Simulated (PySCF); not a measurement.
Two species compared at the same levels of theory.

First species: CH₁₀N₂OSi₃.
Z-matrix (Å and degrees, GFN2-xTB geometry), rows numbered from 1:
```
N 
C   1  1.3441
O   2  1.2236  1  120.77
Si  2  1.9035  1  118.76  3   179.97
N   4  1.7089  2  102.78  1   178.20
Si  5  1.7856  4  121.77  2     5.85
Si  5  1.7432  4  119.63  2  -175.19
H   1  1.0030  2  121.02  3   179.53
H   1  1.0103  2  120.30  3     0.23
H   4  1.4715  2  107.61  1   -60.29
H   4  1.4706  2  107.39  1    57.19
H   6  1.4560  5  110.28  4   -75.72
H   6  1.4807  5  100.63  4   174.14
H   6  1.4565  5  110.14  4    64.31
H   7  1.4649  5  106.21  4     2.77
H   7  1.4623  5  109.63  4   121.79
H   7  1.4631  5  109.84  4  -116.04
```

Second species: C5H14OSSi.
InChI=1S/C5H14OSSi/c1-5(2)7-8-4-6-3/h5H,4,8H2,1-3H3

Levels: PBE0/pcSseg-1 for dipole moment, HOMO energy, LUMO energy and HOMO–LUMO gap; GFN2-xTB for rotational constant A and rotational constant C. Geometries: GFN2-xTB. All species are isolated and taken at one optimised geometry, non-relativistic unless stated. Electronic properties by PySCF.

Dipoles, sizes and rotational constants follow the conformer. The torsions of the flexible species, by atom-mapped SMILES:
- `[NH2:1][C:2](=[O:3])[SiH2:4][N:5]([SiH3:6])[SiH3:7]`: N1–C2–Si4–N5 178°, C2–Si4–N5–Si6 6°, H–N1–C2–O3 180°, H–N1–C2–O3 0°
- `[CH3:1][O:2][CH2:3][SiH2:4][S:5][CH:6]([CH3:7])[CH3:8]`: C1–O2–C3–Si4 180°, O2–C3–Si4–S5 -176°, C3–Si4–S5–C6 -169°, Si4–S5–C6–C7 74°

Values for the first species:

- Dipole moment: 4.29 D
- HOMO energy: -7.36 eV
- LUMO energy: -0.38 eV
- HOMO–LUMO gap: 6.98 eV
- Rotational constant A: 2.558 GHz
- Rotational constant C: 0.735 GHz

Task: Estimate the same properties for the second species, and the change in each.

Result: 
```json
{"property": "dipole moment", "first": "4.29 D", "second": "0.42 D", "second less first": "-3.87 D"}
{"property": "HOMO energy", "first": "-7.36 eV", "second": "-6.71 eV", "second less first": "+0.65 eV"}
{"property": "LUMO energy", "first": "-0.38 eV", "second": "0.43 eV", "second less first": "+0.81 eV"}
{"property": "HOMO–LUMO gap", "first": "6.98 eV", "second": "7.14 eV", "second less first": "+0.16 eV"}
{"property": "rotational constant A", "first": "2.558 GHz", "second": "3.665 GHz", "second less first": "+1.107 GHz"}
{"property": "rotational constant C", "first": "0.735 GHz", "second": "0.519 GHz", "second less first": "-0.216 GHz"}
```

On the first: The dipole equals about 14.3 × 10⁻³⁰ C·m (1 D = 3.33564 × 10⁻³⁰ C·m).

On the second: The dipole matches unit charges of opposite sign 0.09 Å apart (1 e·Å = 4.8032 D).
